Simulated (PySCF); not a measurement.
H3HfO3, SMILES [OH][Hf+]([OH])[OH], charge +1, multiplicity 1. Coordinates come from a r2SCAN-D4/def2-SVP optimisation. The spin state was assumed, not searched. The isomer is the one that the SMILES or the coordinates give; other isomers of the formula were not compared. The def2 effective core potentials stand for the cores of Hf; spin–orbit coupling is left out. The values are those of a single conformer.

Calculation: r2SCAN-D4/def2-SVP (PySCF).

Harmonic wavenumbers (cm⁻¹): 136, 192, 192, 301, 403, 403, 510, 510, 560, 768, 768, 794, 3886, 3886, 3898. Rotational constants (GHz): 4.892, 4.892, 2.949; symmetry number 3.

Q: Work out the zero-point energy and the ideal-gas rigid-rotor harmonic-oscillator thermochemistry at 298.15 K and 1 atm.

A: ZPE = ½ Σ hcν = ½ × 17208 cm⁻¹ = 24.60 kcal/mol. H − E(el) = 29.30 kcal/mol. Entropy in cal/(mol K): translation 42.19, rotation 23.74, vibration 13.07, total 79.00. G − E(el) = 5.75 kcal/mol. Cp = 23.81 cal/(mol K). Modes under 150 cm⁻¹ make the vibrational entropy uncertain.
